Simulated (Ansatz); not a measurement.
Two isomers of BH7O2Si2: A = `OB([SiH3])O[SiH3]`, B = `BO[SiH](O)[SiH3]`.

Computed with Ansatz on PBE0-D4/def2-TZVP structures; ΔE is electronic, products minus reactants. CBS: MP2 limit from def2 TZ/QZ plus the TZ coupled-cluster correction, frozen cores. Functionals use def2-TZVPP. B3LYP here is the variant with VWN-RPA as its local correlation; programs differ in this. One conformer a species, not always the lowest.

Which is lower in electronic energy at CCSD(T)/CBS, and by how much? (An estimate is asked.)

Computed: A, by 18.6 kJ/mol.

Give E(B) − E(A) in kJ/mol with B3LYP-D4, PBE-D4, CCSD/def2-TZVPP, CCSD(T)/def2-TZVPP, r2SCAN-D4, PBE0-D4, B3LYP. (Estimate.)

The calculation gave: B3LYP-D4 22.0, PBE-D4 25.5, CCSD/def2-TZVPP 21.8, CCSD(T)/def2-TZVPP 22.8, r2SCAN-D4 23.0, PBE0-D4 23.5, B3LYP 22.8. None reverses the order clearly.

Largest T1 diagnostic: 0.014.
